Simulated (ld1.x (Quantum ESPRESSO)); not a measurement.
## lead (Pb) TM: all-electron and pseudo phase curves

Pb (Z = 82), norm-conserving Troullier–Martins (Kleinman–Bylander form), made with ld1.x (Quantum ESPRESSO) 7.5 (BLYP, scalar-relativistic). Core [Xe] 4f14 5d10, reference 6s2 6p2. Waves: 6s (bound): rc 2.00 bohr; 6p (bound): rc 2.35 bohr; 6d channel at 0.05 Ry: rc 2.00 bohr. Local part: all-electron potential smoothed inside 2.35 bohr (lloc = -1). Core correction: Bessel-smoothed model core, default radius (core density twice the valence density).

The phase is arctan(r·u′/u) with u = r·R(r), unwrapped; energies in Ry, scanned from -3 to 5 Ry. A pole is an energy at which the radial function vanishes at the test radius. The pseudo phase is shifted by a multiple of π to meet the all-electron one at the reference energy, and phase errors are pseudo minus all-electron; the curves can meet again beyond the range given. Levels narrower than the energy grid can be missing from the lists of poles.

Q: For each channel, where are the poles, and over which energies does the pseudopotential scatter like the atom?

A:

| channel | radius (bohr) | reference energy (Ry) | poles, all-electron | poles, pseudo | unbroken range about the reference energy with phases within 0.05 rad | phase error 1 Ry above the reference energy (rad) |
| --- | --- | --- | --- | --- | --- | --- |
| s | 2.55 | -0.88 | 0.62 | 0.50, 1.84 | below 1.0 | -0.009 |
| p | 2.55 | -0.25 | 2.45 | 1.88, 4.91 | below 1.7 | -0.022 |
| d | 2.55 | 0.05 | -1.36 | -1.88, 2.53 | -1.1 to 0.8 | -0.139 |

Note: ghost state, extra bound levels that the all-electron valence spectrum of the same l lacks: d at -28.3 eV. A true bound ghost makes a file unfit for plane-wave use.

Phases in the d channel:

```
E (Ry)  all-electron  pseudo
 -3.00         1.319   1.276
 -2.52         1.274   1.089
 -2.04         1.146  -1.405
 -1.56        -1.169  -1.687
 -1.08        -1.707  -1.759
 -0.60        -1.800  -1.813
 -0.12        -1.872  -1.873
  0.36        -1.960  -1.964
  0.84        -2.102  -2.156
  1.32        -2.390  -2.851
  1.80        -3.065  -4.222
  2.28        -3.894  -4.618
  2.76        -4.285  -4.781
  3.24        -4.460  -4.908
  3.72        -4.556  -5.071
  4.20        -4.618  -5.401
  4.68        -4.662  -6.283
```
